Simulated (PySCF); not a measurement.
Worked example: oscillator strength and radiative lifetime

Ta(NH)(Cl)2(Me) (CH4Cl2NTa), SMILES [CH3][Ta](=[NH])([Cl])[Cl], multiplicity 1.

Geometry: PBE0-D3(BJ)/def2-SVP. The spin state was assumed, not searched. The def2 effective core potentials stand for the cores of Ta; spin–orbit coupling is left out.

PySCF 2.14.0 with TDDFT-PBE/def2-SVPD puts the first singlet state with f over 0.02 at 5.37 eV (vertical), with the transition dipole (-0.302, -0.287, 0.000) in atomic units.

Find the oscillator strength, the wavelength and the radiative lifetime that this transition would have in vacuum if emission retraced absorption.


|μ|² = 0.1736 au, so |μ| = 1.06 D. ΔE = 5.37/27.211 = 0.1973 hartree. f = (2/3) ΔE |μ|² = 0.023 (the program prints 0.023).
λ = 1239.84/5.37 = 231 nm; ν = 43312 cm⁻¹.
Einstein's coefficient A = 0.6670 ν² f s⁻¹ (ν in cm⁻¹) = 2.9e7 s⁻¹, so τ = 1/A = 35 ns. This state is S7; the lower singlets have f = 0.004, 0.000, 0.001, 0.002, 0.009, 0.004. The figure is the radiative limit of this one transition; relaxation, internal conversion, crossing to triplets and a medium change what is measured.
